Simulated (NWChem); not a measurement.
Correlation energy of hydrogen selenide (H2Se)

```
Se
H 1 1.4692
H 1 1.4692 2 91.26
```
Charge 0, spin multiplicity 1.

The numbers come from NWChem runs, not from measurements. The geometry was optimised at PBE0/def2-SVP, a minimum by its harmonic frequencies.

Basis set: 3-21G. Each correlation energy counts from its own Hartree-Fock reference.

The Hamiltonian is non-relativistic. The correlated methods keep 9 core orbitals frozen. Coupled-cluster values serve here as a point of comparison, not as the truth.

| method | correlation energy (mHa) |
|---|---|
| CR-CCSD[T] | -70.6 |
| CR-CCSD(T) | -70.6 |
| MP2 | ? |
| CCSDT | -70.8 |
| CCSD(T) | -70.7 |
| SCS-MP2 | ? |
| CCSD | -70.2 |
| CCSD+T(CCSD) | -70.7 |

Problem. Complete the blanks.

Solution. 
- MP2, correlation energy (mHa): -53.9
- SCS-MP2, correlation energy (mHa): -59.4
